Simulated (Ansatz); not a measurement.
An input meant for `CN(C)c1ccc(-c2ccc(-c3ccc(C#N)[se]3)[se]2)[se]1` (charge 0, singlet; with a point charge).

```yaml
crystal:
  periodic: [false, false, false]
  atoms:
    - {symbol: C, position_ang: [-5.516014, 1.014966, -0.989668]}
    - {symbol: N, position_ang: [-5.010575, 0.448860, 0.240702]}
    - {symbol: C, position_ang: [-5.899489, 0.035357, 1.306402]}
    - {symbol: C, position_ang: [-3.677681, 0.229315, 0.393499]}
    - {symbol: C, position_ang: [-3.020883, -0.336962, 1.484195]}
    - {symbol: C, position_ang: [-1.617917, -0.425157, 1.345795]}
    - {symbol: C, position_ang: [-1.066963, 0.047777, 0.165735]}
    - {symbol: C, position_ang: [0.296660, 0.090046, -0.253828]}
    - {symbol: C, position_ang: [0.828928, 0.570155, -1.447064]}
    - {symbol: C, position_ang: [2.228975, 0.479096, -1.580420]}
    - {symbol: C, position_ang: [2.912770, -0.077213, -0.508705]}
    - {symbol: C, position_ang: [4.317354, -0.298734, -0.352295]}
    - {symbol: C, position_ang: [4.992310, -0.859572, 0.729188]}
    - {symbol: C, position_ang: [6.392905, -0.952713, 0.603207]}
    - {symbol: C, position_ang: [6.912835, -0.471027, -0.588803]}
    - {symbol: C, position_ang: [8.259269, -0.433258, -0.993144]}
    - {symbol: N, position_ang: [9.373571, -0.392976, -1.347717]}
    - {symbol: Se, position_ang: [5.541050, 0.180215, -1.706420]}
    - {symbol: Se, position_ang: [1.686111, -0.557237, 0.852394]}
    - {symbol: Se, position_ang: [-2.449543, 0.705196, -0.963030]}
    - {symbol: H, position_ang: [-5.060312, 2.002746, -1.190937]}
    - {symbol: H, position_ang: [-6.602065, 1.150784, -0.914161]}
    - {symbol: H, position_ang: [-5.307512, 0.360832, -1.858162]}
    - {symbol: H, position_ang: [-6.931487, 0.295320, 1.040533]}
    - {symbol: H, position_ang: [-5.846248, -1.055370, 1.479478]}
    - {symbol: H, position_ang: [-5.646176, 0.541786, 2.254942]}
    - {symbol: H, position_ang: [-3.547088, -0.685079, 2.374088]}
    - {symbol: H, position_ang: [-0.987508, -0.849224, 2.133983]}
    - {symbol: H, position_ang: [0.193784, 0.992307, -2.231360]}
    - {symbol: H, position_ang: [2.751404, 0.826609, -2.477244]}
    - {symbol: H, position_ang: [4.460978, -1.204893, 1.620546]}
    - {symbol: H, position_ang: [7.038535, -1.371941, 1.378282]}
basis:
  gaussian: {orbitals: cc-pVTZ-DK, fitting: {mean_field: def2-universal-jkfit}, final_grid: {core_spheres: 20, valence_spheres: 16, degree: 47}, point_charges: [{charge: 0.50, position_ang: [13.369, 0.350, 0.094]}]}
magnetization: {spin_polarized: true, initial_magnetization: 0}
hamiltonian: {xc: {name: HF}}
correlation: {method: mp2, frozen_orbitals: {C: 9}}
output: {forces: true}
```

```sh
$ ansatz run in.yaml --threads 2 --pin off --events-out ev --progress --plain --max-ram 32768MiB --backend cuda --devices 0, --max-vram 18GiB
```

Output, abridged:

```
Functional definition: HF
Error: "frozen_orbitals" has no count for N
```

What is wrong with this run?

Frozen orbitals are typed for one element alone, and the program wants a count for each (the count typed has to fit that element's core, too). The program refused the input.
